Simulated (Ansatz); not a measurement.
`BBC[SiH3]` + `OBCO` → `OCBO[SiH3]` + `BBC`  (ligand exchange at the Si–C bond)

Program: Ansatz. Geometries: PBE0-D4/def2-TZVP. ΔE: electronic, gas phase. CCSD(T)/CBS adds triple-zeta CCSD(T) − MP2 to the extrapolated MP2 energy (def2 sets, frozen cores). One conformer a species, not always the lowest.

```tsv
species	CCSD(T)/def2-TZVPP energy (Eh)
`BBC[SiH3]`	-381.41386
`OBCO`	-216.12972
`OCBO[SiH3]`	-506.41271
`BBC`	-91.15444
```

**Question.** Work out ΔE.

**Answer.** ΔE = (-506.41271) + (-91.15444) − (-381.41386) − (-216.12972) = -0.02357 Eh = -61.9 kJ/mol. CCSD(T)/CBS gives -62.3 kJ/mol.

Largest T1 diagnostic among the species: 0.012.

In def2-TZVPP, CCSD(T) changes the Hartree–Fock value by +31.0 kJ/mol (the triples alone add +4.7 kJ/mol) and MP2 by +31.1 kJ/mol. The D4 term adds +4.4 kJ/mol with B3LYP and +2.2 kJ/mol with PBE0; it sums over pairs of atoms, weighted by their polarisabilities, and B3LYP, whose exchange is more repulsive, gets the larger term.

B3LYP here is the variant with VWN-RPA as its local correlation; programs differ in this.
